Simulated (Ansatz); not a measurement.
`FC(F)(F)[TeH]` + `C[SiH2]OB(N)F` → `NB(F)[TeH]` + `C[SiH2]OC(F)(F)F`  (redistribution)

Program: Ansatz. Geometries: PBE0-D4/def2-TZVP. ΔE: electronic, gas phase. CCSD(T)/CBS is the MP2 limit (def2-TZVPP, def2-QZVPP) plus CCSD(T) − MP2 in def2-TZVPP, frozen cores. Functionals use def2-TZVPP. Elements past krypton have def2 core potentials. For Te outer-core shells are correlated without core-valence functions, which leaves a few kJ/mol of doubt a bond. Each species was taken in one conformer, which may not be the lowest.

Is it downhill or uphill in electronic energy at CCSD(T)/CBS, and by how much? (Best estimate.)

Computed: Uphill: ΔE = +46.0 kJ/mol.

What do these levels give: PBE-D4, ωB97M-V, PBE, r2SCAN, CCSD(T)/def2-TZVPP, HF/def2-QZVPP? (Best estimate.)

Computed: PBE-D4 44.7, ωB97M-V 43.6, PBE 45.6, r2SCAN 43.9, CCSD(T)/def2-TZVPP 40.7, HF/def2-QZVPP 39.0 kJ/mol.

Largest T1 diagnostic among the species: 0.012.

From PBE to PBE0 (25 % exact exchange), in def2-TZVPP and without D4, ΔE moves by −7.3 kJ/mol.
